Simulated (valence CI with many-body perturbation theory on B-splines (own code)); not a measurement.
Energy levels of Mo27+

Computed by relativistic CI+MBPT: five valence electrons over a frozen Dirac-Fock core [Ne], radial functions for each j: 11 s, 11 p, 10 d, 8 f, 5 g, 2 h, with the one-electron correlation potential Σ1, the two-electron term Σ2, the three-electron term Σ3, Breit, model QED; selected CI, second order for the rest, scaled by the run's own slope (own B-spline code, finite nucleus).

The last digits are not significant, and no measured levels were compared; by estimate large intervals hold to a few tenths of a per cent, small ones and those within an open d or f shell to about a per cent. Among the levels kept, up to 3700 cm⁻¹ of a level comes from second order outside the variational space, and about a tenth of that is noise between levels of different J, which matters for small intervals.

Levels 136 to 167 of 167, with energies above the lowest level, 3s2.3p3 4S°_3/2. "Leading %" is the weight of the configuration and term that name the level; weights of strongly mixed levels are sums over their largest components and can fall short, so below about 35 % the name and the second component can differ from the true leading terms, or belong to a minority configuration. In the jj column 3d3/2^4 stands for four electrons in 3d with j = 3/2. Lifetimes count E1, E2, E3, M1 and M2 decay at the calculated energies, and are blank where another channel may lead or the interval is too uncertain; long ones can be off by a factor of two.

```tsv
No.	Configuration	Term	J	E (eV)	Leading %	Leading jj	Lifetime	Second component
136	3s2.3p.3d2	2H°	11/2	288.72	97	3s^2 3p3/2 3d3/2 3d5/2 (68 %)	12.2 ps	
137	3s2.3p.3d2	2P°	1/2	289.16	56	3s^2 3p1/2 3d5/2^2 (30 %)	4.09 ps	15 % 3s2.3p.3d2 4D°
138	3s2.3p.3d2	4D°	7/2	289.24	63	3s^2 3p3/2 3d5/2^2 (48 %)	4.32 ps	9 % 3s.3p3.3d 2F°
139	3s2.3p.3d2	4P°	5/2	289.42	36	3s^2 3p3/2 3d5/2^2 (24 %)	3.63 ps	22 % 3s.3p3.3d 2D°
140	3s2.3p.3d2	2G°	9/2	291.93	49	3s^2 3p3/2 3d5/2^2 (71 %)	4.96 ps	22 % 3s2.3p.3d2 4F°
141	3s.3p3.3d	2S°	1/2	293.29	35	3s^2 3p3/2 3d3/2 3d5/2 (39 %)	2.62 ps	31 % 3s2.3p.3d2 2S°
142	3s2.3p.3d2	4D°	3/2	293.55	30	3s^2 3p3/2 3d3/2 3d5/2 (43 %)	2.84 ps	16 % 3s.3p3.3d 2D°
143	3s2.3p.3d2	4D°	1/2	294.57	30	3s 3p3/2^3 3d3/2 (38 %)	2.87 ps	19 % 3s.3p3.3d 4D°
144	3s.3p3.3d	2D°	5/2	295.70	35	3s^2 3p3/2 3d5/2^2 (28 %)	3.70 ps	15 % 3s2.3p.3d2 2D°
145	3s2.3p.3d2	2G°	7/2	296.56	50	3s^2 3p3/2 3d3/2 3d5/2 (42 %)	3.62 ps	26 % 3s2.3p.3d2 2F°
146	3s2.3p.3d2	4S°	3/2	297.07	47	3s^2 3p3/2 3d3/2^2 (27 %)	2.31 ps	13 % 3s.3p3.3d 4S°
147	3s2.3p.3d2	2F°	5/2	298.75	37	3s^2 3p3/2 3d3/2 3d5/2 (38 %)	2.87 ps	23 % 3s.3p3.3d 2F°
148	3s2.3p.3d2	2P°	3/2	300.55	24	3s^2 3p3/2 3d3/2 3d5/2 (26 %)	3.07 ps	12 % 3s2.3p.3d2 2D°
149	3s.3p2.3d2	6G	3/2	301.79	68	3s 3p1/2^2 3d3/2^2 (57 %)	163 ps	12 % 3s.3p2.3d2 4F
150	3s2.3p.3d2	2F°	7/2	302.67	37	3s^2 3p3/2 3d3/2 3d5/2 (38 %)	2.87 ps	23 % 3s2.3p.3d2 2G°
151	3s.3p2.3d2	6G	5/2	303.42	37	3s 3p1/2^2 3d3/2^2 (40 %)	77.9 ps	14 % 3p4.3d 4D
152	3s.3p3.3d	2D°	3/2	303.82	26	3s^2 3p3/2 3d3/2 3d5/2 (42 %)	2.27 ps	18 % 3s2.3p.3d2 2P°
153	3s2.3p.3d2	2G°	9/2	304.68	86	3s^2 3p3/2 3d3/2 3d5/2 (74 %)	3.17 ps	5 % 3s.3p3.3d 2G°
154	3s2.3p.3d2	2D°	5/2	306.34	53	3s^2 3p3/2 3d5/2^2 (32 %)	2.73 ps	16 % 3s2.3p.3d2 2F°
155	3p4.3d	4D	3/2	306.57	30	3p1/2^2 3p3/2^2 3d3/2 (57 %)	26.5 ps	11 % 3s.3p2.3d2 6G
156	3s.3p2.3d2	6G	5/2	307.55	40	3p1/2^2 3p3/2^2 3d3/2 (28 %)	33.5 ps	23 % 3p4.3d 4D
157	3p4.3d	2P	1/2	307.77	26	3p1/2^2 3p3/2^2 3d3/2 (47 %)	28.1 ps	19 % 3p4.3d 4D
158	3s.3p2.3d2	6G	7/2	308.08	34	3s 3p1/2^2 3d3/2 3d5/2 (39 %)	46.0 ps	18 % 3p4.3d 4D
159	3s2.3p.3d2	2P°	3/2	309.82	63	3s^2 3p3/2 3d5/2^2 (58 %)	3.97 ps	10 % 3s.3p3.3d 2P°
160	3s.3p3.3d	2P°	1/2	309.89	40	3s 3p3/2^3 3d5/2 (30 %)	2.18 ps	37 % 3s2.3p.3d2 2P°
161	3s2.3p.3d2	2F°	5/2	310.49	63	3s^2 3p3/2 3d3/2 3d5/2 (57 %)	3.22 ps	16 % 3s.3p3.3d 2F°
162	3s.3p2.3d2	6G	7/2	311.03	35	3s 3p1/2 3p3/2 3d3/2 3d5/2 (22 %)	25.0 ps	23 % 3p4.3d 4D
163	3s2.3p.3d2	2F°	7/2	312.11	39	3s^2 3p3/2 3d5/2^2 (58 %)	3.59 ps	36 % 3s2.3p.3d2 2G°
164	3s2.3p.3d2	2D°	5/2	312.48	80	3s^2 3p3/2 3d5/2^2 (43 %)	3.13 ps	5 % 3s.3p3.3d 2D°
165	3s2.3p.3d2	2D°	3/2	312.62	61	3s^2 3p3/2 3d3/2 3d5/2 (44 %)	2.54 ps	12 % 3s.3p3.3d 2D°
166	3s.3p2.3d2	6D	1/2	313.15	57	3s 3p1/2^2 3d3/2^2 (32 %)	57.6 ps	15 % 3s.3p2.3d2 4P
167	3s.3p2.3d2	6G	9/2	314.53	35	3s 3p1/2^2 3d3/2 3d5/2 (25 %)	29.6 ps	15 % 3p4.3d 4F
```

Names give the largest LS component (configuration and term), which can be under half, so a name can repeat, a term be missing and a line seem to break the LS rules; names also repeat where a configuration has a term twice.
